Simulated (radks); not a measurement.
Radial electron density D(r) = 4 pi r^2 rho(r) of an atom or ion with 13 electrons. All-electron calculation, Dirac Kohn-Sham, PBE, spin-unpolarised, spherical densities, finite nucleus; Fermi nuclear charge, rms radius of each element as measured or else 0.836 A^(1/3) + 0.57 fm. Program: a radial shooting solver on a logarithmic mesh with Libxc functionals.

```
   r/bohr * D(r) (the largest magnitude, 19.5, reaches the edge; | marks zero)
 0.008505 |     *
  0.01073 |        *
  0.01363 |             *
   0.0172 |                  *
  0.02169 |                         *
  0.02757 |                                  *
  0.03477 |                                          *
  0.04384 |                                                  *
  0.05574 |                                                      *
  0.07029 |                                                      *
  0.08864 |                                                 *
   0.1127 |                                         *
   0.1421 |                                    *
   0.1792 |                                      *
   0.2278 |                                             *
   0.2873 |                                                    *
   0.3624 |                                                   *
   0.4606 |                                       *
   0.5809 |                       *
   0.7326 |           *
   0.9314 |       *
    1.175 |       *
    1.481 |     *
    1.883 |  *
    2.375 |*
    2.995 *
    3.807 *
    4.801 *
```

What is the nuclear charge?

Answer. Z = 17. The innermost maximum, from 1s, lies near gamma/Z bohr with gamma = sqrt(1 - (Z/c)^2) = 0.992, here 0.0584 bohr (found: 0.0618), and its height grows with Z. The density is that of the chlorine ion Cl4+ in [Ne] 3s2 3p1; the configuration itself is not fixed sharply by these data, and Z only to about a unit. D(r) has 3 maxima, at r = 0.0618, 0.314, 1.09 bohr, and minima at 0.152, 1.03 bohr, inside which lie 2.17, 10.60 electrons.
